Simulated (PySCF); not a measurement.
# Spinor energies of Ag (silver, neutral)

Start: [Kr] 4d9 5s2; 4d3/2 filled at m_j = -3/2, -1/2, +1/2, +3/2; 4d5/2 filled at m_j = -3/2, -1/2, +1/2, +3/2, +5/2. Calculated with PySCF 2.14 in x2c-SVPall-2c with one added diffuse shell each of s, p, d type (7s9p7d1f, 76 functions): generalised Hartree-Fock with the X2C-1e Hamiltonian and a Gaussian nucleus; one run each with spin-orbit coupling (SO) switched off, then screened by Boettger's factors. This is a chosen level, not necessarily the ground level.

```tsv
spinor shell	electrons	ε, spin-free (eV)	ε, screened SO (eV)	weight of nominal j (screened SO)	rms radius, screened SO (bohr)
1s1/2	2	-25647.0	-25645.1	1.000	0.0357
2s1/2	2	-3866.0	-3865.4	1.000	0.146
2p1/2	2	-3462.3	-3583.9	1.000	0.127
2p3/2	4	-3462.3	-3406.1	1.000	0.131
3s1/2	2	-750.02	-749.85	1.000	0.392
3p1/2	2	-613.85	-636.05	1.000	0.387
3p3/2	4	-613.85	-603.49	1.000	0.398
3d3/2	4	-399.45	-403.32	0.999	0.374
3d5/2	6	-399.45	-396.69	0.999	0.377
4s1/2	2	-121.27	-121.23	1.000	0.979
4p1/2	2	-79.228	-83.671	0.986	1.05
4p3/2	4	-79.228	-77.109	0.993	1.08
4d3/2	4	-18.491	-19.130	0.906	1.44
4d5/2	5	-18.491	-17.996	0.925	1.47
5s1/2	2	-7.458	-7.457	1.000	3.44
```

| quantity | spin-free | screened SO |
| --- | --- | --- |
| E (hartree) | -5311.70952 | -5312.67377 |
| M_J | 5/2 | 5/2 |
| ⟨J²⟩ | 8.757 | 8.757 |
| ⟨L²⟩ | 6.006 | 6.020 |
| ⟨S²⟩ | 0.751 | 0.765 |

Each row is a mean over spinors that exchange with the open shell spreads, by up to 5.407 eV (4p3/2).

Breit and QED terms are absent; they matter most for the inner s and p1/2 levels.

Densities and radii are taken from the X2C orbitals without a picture-change correction, which distorts them close to the nucleus.

Without spin-orbit coupling the j labels of p, d and f shells carry no meaning; the spin-free column gives the mean over the occupied spinors of each nl shell.
